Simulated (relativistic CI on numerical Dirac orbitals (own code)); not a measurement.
Rh4+: M2,3 absorption edge

Computed with this model: Dirac-Coulomb-Breit CI, orbitals from a KLI potential per configuration, QED by a radiative potential, valence Slater integrals scaled by 0.8, multiplet model of core-to-valence dipole absorption; configurations [Kr] 4d5 → [Ne] 3s2 3p5 3d10 4s2 4p6 4d6; 300 K; Lorentzian 2 eV and Gaussian 0.4 eV FWHM. Energies are those of the free ion, without screening or charge transfer. The branching ratio is the share of the lower-energy edge in the whole absorption, uncertain by about 0.02 where the edges overlap. S is read from ⟨S²⟩ = S(S + 1).

Field parameters in Wybourne normalisation: Td as Oh with Dq negative (B⁴₀ = 21Dq, B⁴₄ = √(5/14) B⁴₀). The field is a parameter set, without covalency.

free ion: ground-state S = 2.49, centroid 510.54 eV, branching ratio 0.769. Peaks (eV, height): 504.5 (100), 530.2 (31).

Td, 10Dq = -7250 cm⁻¹: ground-state S = 2.49, centroid 510.48 eV, branching ratio 0.771. Peaks (eV, height): 504.8 (100), 530.2 (30).

Td, 10Dq = -11350 cm⁻¹: ground-state S = 2.48, centroid 510.39 eV, branching ratio 0.775. Peaks (eV, height): 504.8 (100), 530.5 (29).

Td, 10Dq = -15400 cm⁻¹: ground-state S = 2.47, centroid 510.20 eV, branching ratio 0.782. Peaks (eV, height): 505.0 (100), 530.8 (29).

Td, 10Dq = -19400 cm⁻¹: ground-state S = 2.38, centroid 509.58 eV, branching ratio 0.804. Peaks (eV, height): 503.2 (86), 505.2 (100), 531.0 (29).

The statistical ratio of this edge is 2/3 = 0.667. Values above it arise where the holes sit mainly in the j = l + 1/2 valence subshell or the ground state has high spin; values below it where core-valence Coulomb terms move weight to the upper edge, as in nearly empty shells.

Strongest unbroadened transitions for free ion:

| Energy (eV) | Relative strength |
| --- | --- |
| 504.28 | 91.6 |
| 504.40 | 100.0 |
| 504.79 | 83.0 |
| 504.86 | 41.3 |
| 504.90 | 32.4 |
| 504.99 | 5.8 |
| 505.16 | 0.8 |
| 505.53 | 16.9 |
| 505.85 | 3.4 |
| 506.46 | 0.4 |
| 507.29 | 0.4 |
| 508.17 | 0.3 |
| 529.88 | 45.0 |
| 530.00 | 13.9 |
| 530.13 | 2.4 |
| 530.43 | 33.0 |
| 530.49 | 14.1 |
| 530.51 | 4.2 |
